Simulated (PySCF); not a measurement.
Al(Br)(Me)2 (C2H6AlBr), SMILES [CH3][Al]([CH3])[Br]. Atoms are numbered in the order given.

```xyz
10

Al     0.7041     0.6367     0.1016
Br    -0.9915    -0.8858    -0.1470
C      0.5499     2.3411    -0.8496
H      1.3315     2.4119    -1.6373
H      0.7200     3.1960    -0.1606
H     -0.4359     2.4756    -1.3369
C      2.1935     0.1064     1.2573
H      3.0241     0.8415     1.2464
H      2.5992    -0.8829     0.9583
H      1.8490    -0.0022     2.3082
```

The structure is a stationary point at PBE-D3(BJ)/def2-SVP. The structure was generated by enumeration; whether it is a known compound was not checked.

Calculation: PBE0/pcSseg-1 in PySCF.

GIAO shieldings, no solvent; atoms listed in one row are averaged. δ = σ(ref) − σ: ¹³C against TMS (σ = 186.3 ppm); ¹H against TMS (σ = 31.56 ppm), references at their B3LYP-D3(BJ)/def2-TZVP geometries, non-relativistic (without spin–orbit terms, shifts of atoms bonded to Cl or Br come out too high).

Computed chemical shifts:
| nucleus | atoms | count | δ (ppm) |
|---|---|---|---|
| ¹³C | C3 | 1 | -0.6 |
| ¹³C | C7 | 1 | -1.7 |
| ¹H | H4, H5, H6, H8, H9, H10 | 6 | 0.48 |
